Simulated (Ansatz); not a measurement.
These are frozen-core CCSD(T)/cc-pVDZ // B3LYP-D3(BJ)/def2-SVP run with Ansatz (a program for electronic structure) values and carry that method's errors. The restricted HF reference is unstable towards unrestricted orbitals.

Ansatz 0.2 input:
```yaml
crystal:
  periodic: [false, false, false]
  atoms:
    - { symbol: B, position_ang: [-2.966544, 0.092385, 0.145626] }
    - { symbol: C, position_ang: [-1.423396, 0.044313, 0.069925] }
    - { symbol: C, position_ang: [-0.643535, 1.195143, 0.331475] }
    - { symbol: C, position_ang: [0.745812, 1.151915, 0.263119] }
    - { symbol: C, position_ang: [1.423399, -0.044332, -0.069854] }
    - { symbol: B, position_ang: [2.966543, -0.092368, -0.145688] }
    - { symbol: C, position_ang: [0.643541, -1.195198, -0.331264] }
    - { symbol: C, position_ang: [-0.745817, -1.151902, -0.26318] }
    - { symbol: H, position_ang: [-3.52882, 1.120982, 0.432642] }
    - { symbol: H, position_ang: [-3.616969, -0.898433, -0.08191] }
    - { symbol: H, position_ang: [-1.148667, 2.12933, 0.590662] }
    - { symbol: H, position_ang: [1.330882, 2.052204, 0.468582] }
    - { symbol: H, position_ang: [3.528897, -1.121441, -0.430838] }
    - { symbol: H, position_ang: [3.616887, 0.898952, 0.079879] }
    - { symbol: H, position_ang: [1.148682, -2.12943, -0.590272] }
    - { symbol: H, position_ang: [-1.330895, -2.052124, -0.468903] }
basis:
  gaussian: { orbitals: cc-pVDZ }
correlation:
  method: ccsd_t
```

Output:

```
Functional definition: HF
1400 factors; integrals over basis functions are off by at most 9.3e-4 eV
mean field evaluation 1: about -7648.8493 eV, gradient 3.2e1 eV
mean field evaluation 2: about -7649.1885 eV, gradient 3.2e1 eV
mean field evaluation 4: about -7652.7361 eV, gradient 4.7e0 eV
mean field evaluation 8: about -7652.7965 eV, gradient 3.2e-4 eV
mean field evaluation 16: about -7652.7940 eV, gradient 9.1e-1 eV
mean field -7652.79647322 eV, -281.2350831391 hartree, gradient 8.1e-6 eV, S^2 0.000000; 0 other end points of the search recorded, 0 dependent functions left out; unrestricted orbitals would lower it
8 core orbitals not correlated
reference -7652.79647322 eV, -281.2350831391 hartree; 19, 19 occupied and 125, 125 virtual orbitals, 1400 factors
second order -25.54420934 eV of doubles, -0.00000000 eV of singles
cycle   1  -26.21896513 eV  change   -6.7e-1 eV  update   1.3e-1
cycle   2  -27.03898452 eV  change   -8.2e-1 eV  update   4.0e-2
cycle   3  -27.20822983 eV  change   -1.7e-1 eV  update   1.7e-2
cycle   4  -27.20821897 eV  change    1.1e-5 eV  update   4.8e-3
cycle   5  -27.20949101 eV  change   -1.3e-3 eV  update   2.1e-3
cycle   6  -27.20984736 eV  change   -3.6e-4 eV  update   5.4e-4
cycle   7  -27.20975129 eV  change    9.6e-5 eV  update   1.7e-4
cycle   8  -27.20979510 eV  change   -4.4e-5 eV  update   4.0e-5
perturbative correction -1.18668819 eV, -0.0436099867 hartree
Total energy: -7681.19295651 eV, -282.2786346523 hartree
```

Cost: about 90 core-seconds (a rough figure).
